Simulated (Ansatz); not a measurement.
Conformers of `O[SiH2][S][GeH3]`, each relaxed with PBE0-D4/def2-TZVP in Ansatz. CBS adds the triple-zeta coupled-cluster correction to the MP2 limit.

Outer-core shells of Ge are correlated without core-valence functions. Scalar relativity is left out up to krypton. Spin–orbit coupling is left out.

Not all of them had a frequency check.

Conformer A:

Z-matrix (Å, degrees):
```
Si
S 1 2.132
O 1 1.641 2 113.5
H 1 1.477 2 108.1 3 -116.4
H 1 1.488 2 107.5 3 123.0
Ge 2 2.227 1 98.0 3 -93.8
H 3 0.958 1 118.0 2 52.0
H 6 1.539 2 109.5 1 48.7
H 6 1.535 2 110.1 1 -72.1
H 6 1.533 2 106.0 1 167.7
```

Conformer B:

```xyz
10

O    -0.805   -1.667    0.096
Si    0.455   -1.147   -0.832
S     1.654    0.172    0.305
Ge    0.024    1.567    0.919
H    -1.633   -1.836   -0.355
H    -0.097   -0.479   -2.042
H     1.351   -2.260   -1.230
H     0.699    2.922    1.168
H    -0.997    1.672   -0.225
H    -0.651    1.056    2.196
```

(1) Which is lowest in electronic energy at CCSD(T)/CBS (frozen core, def2 sets), and by how much? (Best estimate.)

(2) Give the energies relative to A (kJ/mol) with PBE0-D4/def2-TZVPP, ωB97X-V/def2-TZVPP, PBE/def2-TZVPP, PBE0/def2-TZVPP, HF/def2-TZVPP, HF/CBS(def2), CCSD/CBS(def2). (Estimate.)

Answers

(1) Computed: A; B lies 1.8 kJ/mol higher. Gaps under about 2 kJ/mol don't settle the order.

(2) Ansatz gave: 
```csv
level,B
PBE0-D4/def2-TZVPP,2.0
ωB97X-V/def2-TZVPP,1.3
PBE/def2-TZVPP,3.0
PBE0/def2-TZVPP,2.5
HF/def2-TZVPP,1.9
HF/CBS(def2),2.1
CCSD/CBS(def2),1.6
```
